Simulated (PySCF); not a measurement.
## EPR parameters of [C6H10OSi]+

C6H10OSi (charge +1 and doublet state).
Geometry (GFN2-xTB, Å), atoms numbered from 1 in this order:
```xyz
18
C6H10OSi angstrom
C      0.485    2.613   -0.161
C      0.519    1.427   -0.387
C      0.561    0.037   -0.632
Si     2.186   -0.645    0.456
C     -0.673   -0.732   -0.259
C     -1.191   -0.519    1.153
C     -1.746   -0.199   -1.249
O     -2.134   -0.808   -2.181
H      0.444    3.653    0.000
H      0.894   -0.177   -1.649
H      1.871   -0.202    1.811
H      2.091   -2.082    0.217
H      3.277    0.057   -0.207
H     -0.546   -1.796   -0.479
H     -1.207    0.536    1.414
H     -0.561   -1.054    1.862
H     -2.198   -0.919    1.253
H     -2.082    0.816   -0.973
```

The hyperfine couplings belong to this conformer and change with its torsions.

Identity: `[CH+]=[C][C@@H]([SiH3])[C@@H](C)C=O` [radical] (charge +1).

The calculation used PySCF, UKS B3LYP, pcH-1 on C H O Si, non-relativistic, mean-field spin-orbit, GIAO. Isolated species at its GFN2-xTB geometry (one conformer only). The geometry wasn't refined by DFT: couplings that depend on bond lengths, twists or pyramidal angles can differ widely from those at the functional's own minimum, by a factor of two or more for some ions and for spin on atoms past the first row. The SCF solution wasn't tested for stability.

| Quantity | Value |
| --- | --- |
| g1, g2, g3 | 2.00176, 2.00455, 2.00593 |
| g_iso | 2.00408 |
| Form of g | rhombic: the two nearest values differ by 33 % of g3 − g1 |
| ⟨S²⟩ | 0.7571 (exact 0.7500) |
| α and β electrons | 34, 33 |
| Total energy | -599.00296 Eh |
| Basis functions | 310 |

Isotropic coupling and dipolar principal values T1 to T3, in MHz:

| atom | isotope | a_iso | of which spin–orbit | T1 | T2 | T3 | Mulliken spin population |
| --- | --- | --- | --- | --- | --- | --- | --- |
| C1 | 13C | 21.4 | 0.0 | -26.4 | -23.7 | 50.1 | 0.31 |
| C2 | 13C | -17.6 | 0.1 | -8.8 | -0.2 | 9.0 | -0.03 |
| C3 | 13C | 2.7 | 0.0 | -17.2 | -16.8 | 34.0 | 0.17 |
| Si4 | 29Si | -24.2 | 0.0 | -34.5 | 17.2 | 17.4 | 0.10 |
| C5 | 13C | -11.5 | 0.0 | -13.8 | -13.8 | 27.6 | 0.08 |
| C6 | 13C | 0.9 | 0.0 | -2.2 | -1.6 | 3.8 | 0.01 |
| C7 | 13C | -14.3 | -0.1 | -13.5 | -3.9 | 17.4 | 0.00 |
| O8 | 17O | -17.5 | 0.0 | -89.0 | 41.8 | 47.3 | 0.28 |
| H9 | 1H | -25.0 | 0.0 | -12.1 | -2.3 | 14.3 | -0.01 |
| H10 | 1H | 25.4 | 0.0 | -7.9 | -1.4 | 9.3 | 0.01 |
| H11 | 1H | 5.8 | 0.0 | -2.2 | -0.5 | 2.8 | 0.00 |
| H12 | 1H | 14.7 | 0.0 | -2.7 | -0.1 | 2.8 | 0.01 |
| H13 | 1H | 10.6 | 0.0 | -2.4 | -0.5 | 2.9 | 0.01 |
| H14 | 1H | -2.3 | 0.0 | -6.5 | 0.2 | 6.3 | 0.00 |
| H15 | 1H | -0.5 | 0.0 | -1.5 | -0.2 | 1.7 | 0.00 |
| H16 | 1H | 20.4 | 0.0 | -1.8 | -0.4 | 2.2 | 0.01 |
| H17 | 1H | 4.4 | 0.0 | -2.2 | -1.3 | 3.5 | 0.00 |
| H18 | 1H | 152.1 | 0.0 | -5.6 | -2.4 | 8.0 | 0.06 |

The largest Mulliken spin populations are on C1 (+0.31), O8 (+0.28), C3 (+0.17) and Si4 (+0.10). Three atoms exceed +0.15.

The SMILES `[CH+]=[C][C@@H]([SiH3])[C@@H](C)C=O` draws the unpaired electron on C2, whose computed spin population is only -0.03.

Under fast tumbling the dipolar parts average out, and these isotropic splittings remain: 1 × 1H (H18, I = 1/2, 2 lines) with 5.42 mT, 1 × 1H (H10, I = 1/2, 2 lines) with 0.91 mT, 1 × 1H (H9, I = 1/2, 2 lines) with 0.89 mT, 3 × 1H (H11/H12/H13, I = 1/2, 4 lines) with 0.37 mT, 3 × 1H (H15/H16/H17, I = 1/2, 4 lines) with 0.29 mT and 1 × 1H (H14, I = 1/2, 2 lines) with 0.08 mT.

Class means assume fast exchange of nuclei equivalent by connectivity; if that motion is slow, each nucleus keeps its own coupling. The three 1H nuclei of mean +8.1 MHz run from -0.5 to 20.4 MHz in the frozen geometry. The three 1H nuclei of mean +10.4 MHz run from 5.8 to 14.7 MHz in the frozen geometry.

The 17O coupling of O8 (-17.5 MHz) shows only in satellite lines or after enrichment, since that isotope makes up about 0.038 % of natural oxygen.

The 29Si coupling of Si4 (-24.2 MHz) shows only in satellite lines or after enrichment, since that isotope makes up about 4.7 % of natural silicon.

Examples of negative spin density at the nucleus (bohr⁻³): C2 (-0.0157), C7 (-0.0127) and C5 (-0.0102).
